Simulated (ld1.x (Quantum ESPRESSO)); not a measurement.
**Configuration tests for Ge (TM)**

ld1.x (Quantum ESPRESSO) 7.5 input, shortened:

```
&input
   title='Ge', zed=32., rel=2, dft='PBE', iswitch=3,
   config='[Ar] 3d10 4s2 4p2 4d-2', rel_dist='average'
 /
 &inputp
   pseudotype=2, tm=.true., lloc=-1, rcloc=1.70,
   nlcc=.false.
 /
3
4S  1  0   2.00   0.00  1.60  1.60  0.0
4P  2  1   2.00   0.00  2.00  2.00  0.0
4D  3  2  -2.00   0.15  1.60  1.60  0.0
 &test
   configts(1)='4s2 4p2'
 /
```

Open shells are filled in proportion to 2j + 1 (rel_dist='average').

Energies are relative to the spin-unpolarised reference configuration 4s2 4p2; without spin polarisation the order of configurations can differ from experiment. The frozen-core shift is the all-electron ΔE with the core orbitals held at their reference shape minus the fully relaxed ΔE.

| valence configuration | charge | ΔE all-electron (eV) | error AE − PS (meV) | frozen-core shift (meV) |
| --- | --- | --- | --- | --- |
| 4s1 4p0 | +3 | 57.679 | +104 | +328 |
| 4s2 4p1.5 | +0.5 | 2.803 | 0.0 | +0.9 |
| 4s0 4p4 | 0 | 16.188 | +47 | +45 |
| 4s1 4p2 | +1 | 16.159 | +8.8 | +32 |
| 4s2 4p2.3 | -0.3 | -0.884 | 0.0 | +0.1 |

**Question.** What are ΔE and the potential's error for 4s2 4p0?

**Answer.** ΔE = 22.888 eV all-electron; the error (AE − PS) is +3.4 meV.

**Question.** What are ΔE and the potential's error for 4s2 4p1?

**Answer.** ΔE = 7.446 eV all-electron; the error (AE − PS) is -0.5 meV.

Note: ghost states, extra bound levels that the all-electron valence spectrum of the same l lacks: d3/2 at -67.8 eV, d5/2 at -64.1 eV. A true bound ghost makes a file unfit for plane-wave use.
